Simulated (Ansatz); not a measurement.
One change: `FC1([SiH3])C=C1` becomes `NC1(F)C=C1`.

Ansatz, PBE0-D4/def2-TZVP geometries, multiplicity 1. Each molecule was computed in one conformer, which needn't be the lowest.

```csv
property,`FC1([SiH3])C=C1`
HOMO energy (B3LYP/def2-TZVPP) / eV,-7.86
LUMO energy (ωB97M-V/def2-TZVPP) / eV,1.50
HOMO energy (PBE0/def2-TZVPP) / eV,-8.07
LUMO energy (PBE0/def2-TZVPP) / eV,-0.60
size of the dipole moment (B3LYP/def2-TZVPP) / D,2.26
HOMO–LUMO gap (PBE0/def2-TZVPP) / eV,7.47
```

(1) What does the change do to each property? (Estimate.)

Results:

(1) Computed: 
| property | `NC1(F)C=C1` | shift |
| --- | --- | --- |
| HOMO energy (B3LYP/def2-TZVPP) / eV | -7.30 | 0.56 |
| LUMO energy (ωB97M-V/def2-TZVPP) / eV | 1.98 | 0.48 |
| HOMO energy (PBE0/def2-TZVPP) / eV | -7.56 | 0.51 |
| LUMO energy (PBE0/def2-TZVPP) / eV | -0.20 | 0.40 |
| size of the dipole moment (B3LYP/def2-TZVPP) / D | 1.06 | -1.20 |
| HOMO–LUMO gap (PBE0/def2-TZVPP) / eV | 7.36 | -0.11 |

With PBE0 the HOMO rises by 0.51 eV and the LUMO rises by 0.40 eV, so the gap narrows by about 0.11 eV. PBE moves the HOMO by 0.87 eV and ωB97M-V by 0.30 eV. Dipoles are sizes alone; their direction can turn.

B3LYP here is the variant with VWN-RPA as its local correlation; programs differ in this.
